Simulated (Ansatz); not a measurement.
`[CH3][AlH][SiH2]CF`. The species carries charge 0 and has multiplicity 1.

| atom | x (Å) | y (Å) | z (Å) |
| --- | --- | --- | --- |
| C1 | 1.3220 | 0.7428 | 1.7667 |
| Al2 | 1.1301 | 0.0812 | -0.0617 |
| Si3 | -0.6863 | -1.4827 | -0.6281 |
| C4 | -1.4764 | 0.1854 | -1.1873 |
| F5 | -0.4357 | 1.1765 | -0.8359 |
| H6 | 1.6829 | 1.7760 | 1.7808 |
| H7 | 0.3865 | 0.7041 | 2.3310 |
| H8 | 2.0557 | 0.1418 | 2.3149 |
| H9 | 2.2661 | 0.3026 | -1.1534 |
| H10 | -0.6715 | -2.3893 | -1.8105 |
| H11 | -1.5969 | -2.0887 | 0.3850 |
| H12 | -1.6203 | 0.3239 | -2.2578 |
| H13 | -2.3561 | 0.5264 | -0.6436 |

Task: List the harmonic frequencies (cm⁻¹, unscaled) at PBE0-D4/def2-TZVP in Ansatz. (An estimate is asked.)

Result: Computed: 64, 83, 117, 150, 215, 329, 397, 421, 498, 511, 570, 638, 649, 659, 705, 753, 815, 821, 945, 1201, 1218, 1269, 1441, 1443, 1450, 1899, 2199, 2208, 3034, 3107, 3109, 3124, 3181.

Task: Is this a minimum?

Result: Yes, all 33 modes are real.

Task: Give the ideal-gas thermochemistry at 298.15 K and 1 bar (rigid rotor, harmonic oscillator; point group C1, symmetry number 1).

Result: Zero-point energy 234.6 kJ/mol; H(298) − E = 260.1 kJ/mol; entropy 379.0 J/(mol·K), of which translation 167.0, rotation 114.8, vibration 97.2; G(298) − E = 147.1 kJ/mol. Modes under 100 cm⁻¹ are hindered rotations or soft bends, so the harmonic entropy is rough.

Task: And at 400, 500, 600, 800 and 1000 K?

Result: 
```
T (K)  H − E (kJ/mol)  S (J/mol/K)  G − E (kJ/mol)
  400           275.3        422.8           106.2
  500           292.6        461.3            62.0
  600           311.7        496.1            14.1
  800           354.2        557.0           -91.4
 1000           400.8        609.0          -208.2
```
